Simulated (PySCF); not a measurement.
**Electronic structure of B (boron, neutral) at the UHF level**

Configuration: [He] 2s1 2p2, high-spin 4P determinant (an excited configuration). All numbers are calculated (PySCF 2.14, no relativity, point nucleus, in aug-cc-pwCVTZ (7s6p4d2f, 59 functions)).

```
Total energy                                                  : -24.451471 hartree
One-electron energy                                           : -32.1887 hartree
Hartree (Coulomb) energy                                      : 11.6258 hartree
Exchange energy                                               : -3.8886 hartree
Kinetic energy                                                : 24.44959 hartree
⟨S²⟩                                                          : 3.7500
⟨L²⟩                                                          : 2.013
Sum of ⟨r⟩                                                    : 6.777 bohr
Sum of ⟨r²⟩                                                   : 15.76 bohr²
Traceless quadrupole moment −½Σ⟨3z² − r²⟩ along its main axis : 2.45 e·bohr²
Density at the nucleus (Gaussians lack the cusp)              : 67.9 bohr⁻³
Spin density at the nucleus                                   : 1.55 bohr⁻³
Langevin diamagnetic susceptibility                           : -12.5 ×10⁻⁶ cm³/mol
```

| shell | electrons | mean orbital energy (hartree) | rms radius, mean of both spins (bohr) |
| --- | --- | --- | --- |
| 1s α | 1 | -7.71478 | 0.380 |
| 1s β | 1 | -7.64250 | 0.380 |
| 2s α | 1 | -0.64429 | 2.08 |
| 2p α | 2 | -0.35633 | 2.36 |

Spin-orbit constants ζ (cm⁻¹) from the X2C one-electron operator on these orbitals (non-relativistic here): bare nucleus, nucleus screened by l(l+1)(2l+1)/3 electrons, and screened by the Breit-Pauli mean field of the electrons.

```
shell   bare  screened nucleus  mean field
   2p  23.39             14.04       10.29
```

To first order the Landé constant is A = 3.428 cm⁻¹, so the lowest level has J = 1/2 and lies 0.00106 eV below the centre of the term. This holds in LS coupling only.
